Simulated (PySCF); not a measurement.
CH₈FNSi₂. Atoms are numbered in the order given.

```xyz
13

C      1.9943     0.6382    -1.5571
Si     0.6817    -0.6326    -1.0625
Si    -0.3915     0.0492     0.9042
N     -1.1986     1.5326     0.5615
F     -1.3946    -1.1614     1.3913
H      2.4591     0.3778    -2.5214
H      1.5393     1.6375    -1.6476
H      2.7900     0.6957    -0.7970
H      1.2923    -1.9829    -0.8946
H     -0.3525    -0.7363    -2.1369
H      0.5050     0.3136     2.0598
H     -1.5371     2.1329     1.3106
H     -1.7842     1.6244    -0.2655
```

Geometry: TPSSh-D3(BJ)/def2-SVP. The structure was generated by enumeration; whether it is a known compound was not checked. The values are those of a single conformer.

These are KT2/pcSseg-1 in PySCF values and carry that method's errors.

GIAO shieldings, no solvent; atoms listed in one row are averaged. δ = σ(ref) − σ: ¹³C against TMS (σ = 185.1 ppm); ²⁹Si against TMS (σ = 361.9 ppm); ¹⁵N against NH3 (σ = 266.2 ppm); ¹⁹F against CFCl3 (σ = 127.1 ppm); ¹H against TMS (σ = 31.47 ppm), references at their B3LYP-D3(BJ)/def2-TZVP geometries, non-relativistic.

```
nucleus       atoms  count  δ (ppm)
-------  ----------  -----  -------
¹³C              C1      1     -8.0
²⁹Si            Si3      1      0.7
²⁹Si            Si2      1    -78.5
¹⁵N              N4      1     51.3
¹⁹F              F5      1   -169.8
¹H              H11      1     5.55
¹H          H9, H10      2     4.01
¹H              H12      1     2.25
¹H              H13      1     1.74
¹H       H6, H7, H8      3     0.51
```
